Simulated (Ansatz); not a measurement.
## Ligand exchange: SnH(CH3)3 + CH9NSi2 → SnH(CH3)2(SiH3) + C2H9NSi

Species: SnH(CH3)3, singlet; CH9NSi2 `CN([SiH3])[SiH3]`, singlet; SnH(CH3)2(SiH3), singlet; C2H9NSi `CN(C)[SiH3]`, singlet. The partners trade CH3 for SiH3: Sn–CH3 and N–SiH3 bonds give way to Sn–SiH3 and N–CH3.

Shapes, held fixed at every level: PBE0-D4/def2-TZVP. Programs: Ansatz 0.2.0. Electronic energies: no zero-point or thermal term.

```csv
level,kind,ΔE (kJ/mol),less CCSD(T)/def2-TZVPP
HF/def2-TZVPP,Hartree–Fock,+83.0,+0.9
r2SCAN-D4/def2-TZVPP,meta-GGA,+72.9,-9.2
B3LYP-D4/def2-TZVPP,global hybrid,+73.7,-8.4
wB97M-V/def2-TZVPP,range-separated hybrid,+80.2,-1.9
B2PLYP/def2-TZVPP,double hybrid,+79.1,-3.0
MP2/def2-TZVPP,perturbation theory,+89.6,+7.5
CCSD(T)/def2-TZVPP,coupled cluster or CI,+82.1,0.0
```

The highest level, CCSD(T)/def2-TZVPP, gives ΔE = +82.1 kJ/mol; the levels span +72.9 to +89.6. The column of differences is taken from that level and isn't an error. No measured value is set beside it here. For atoms past krypton def2 sets carry core potentials with scalar relativity. Outer-core shells of Sn are correlated in most correlated rows, in sets that cover them unevenly.
